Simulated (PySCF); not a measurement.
C₆H₅F, SMILES C=C=C(F)C#CC.

The structure is a stationary point at B3LYP-D3(BJ)/def2-SVP. The structure was generated by enumeration, and PubChem lists no compound with its InChIKey, so it may never have been made.

Two levels are set side by side: PBE/def2-TZVP (PySCF) and ωB97X/def2-TZVP (PySCF). Same geometry, gas phase. Differences are taken from unrounded values.

| quantity | PBE |
|---|---|
| orbital gap (eV) | 3.75 |
| highest occupied level (eV) | -5.62 |
| lowest empty level (eV) | -1.87 |
| dipole moment (D) | 2.33 |
| mean polarisability (bohr³) | 83.2 |

Task: These are the PBE values. What does ωB97X give? (Estimate from the structure and the level; the computed values follow.)

Result: 
```csv
quantity,ωB97X,PBE minus ωB97X
orbital gap (eV),10.23,-6.48
highest occupied level (eV),-8.94,3.32
lowest empty level (eV),1.30,-3.16
dipole moment (D),2.40,-0.08
mean polarisability (bohr³),78.4,4.8
```

Without exact exchange PBE keeps part of each electron's self-repulsion, which lifts occupied levels and narrows the gap. PBE's more diffuse valence density responds more strongly to a field. Differences between two approximate levels are no errors against the true value.

Rough cost on one machine, each run with all the roots and properties that it gave: ωB97X against PBE within a factor of 2.
